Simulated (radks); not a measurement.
Problem. Isoelectronic series with 57 electrons, each ion in its NIST ground configuration. Method: non-relativistic Kohn-Sham, r2SCAN, spin-polarised, spherical densities, point nucleus; open shells are filled with parallel spins first (spin-orbit coupling, left out, can overturn this in heavy ions); meta-GGA in the generalised Kohn-Sham scheme; computed with a radial shooting solver on a logarithmic mesh with Libxc functionals. Total energies (hartree) and orbital eigenvalues (hartree):

ion,configuration,E (hartree),4d down,4d up,4p down
La,[Xe] 5d1 6s2,-8223.8585,-4.02765,-4.02972,-7.33693
Pr2+,[Xe] 4f3,-8923.6306,-4.61577,-4.72722,-8.17929
Pm4+,[Xe] 4f3,-9655.0486,-6.54232,-6.67718,-10.39908
Eu6+,[Kr] 4d10 4f5 5s2 5p4,-10417.7769,-8.18198,-8.43034,-12.31532
Tb8+,[Kr] 4d10 4f7 5s2 5p2,-11213.0057,-9.98120,-10.33480,-14.39593
Ho10+,[Kr] 4d10 4f9 5s2,-12040.2170,-12.08213,-12.32568,-16.78103
Tm12+,[Kr] 4d10 4f9 5s2,-12899.5971,-14.96811,-15.23148,-19.98439
Ta16+,[Kr] 4d10 4f11,-14714.4664,-20.83521,-21.00593,-26.48141
Re18+,[Kr] 4d10 4f11,-15669.4781,-24.48877,-24.66924,-30.46636
Ir20+,[Kr] 4d10 4f11,-16655.9382,-28.41479,-28.60464,-34.72615
Au22+,[Kr] 4d10 4f11,-17673.8168,-32.60856,-32.80750,-39.25544

Estimate the row of Lu14+ ([Kr] 4d10 4f10 5s1).

Solution. E (hartree) -13790.8070; 4d down -17.79057; 4d up -18.02627; 4p down -23.12096.
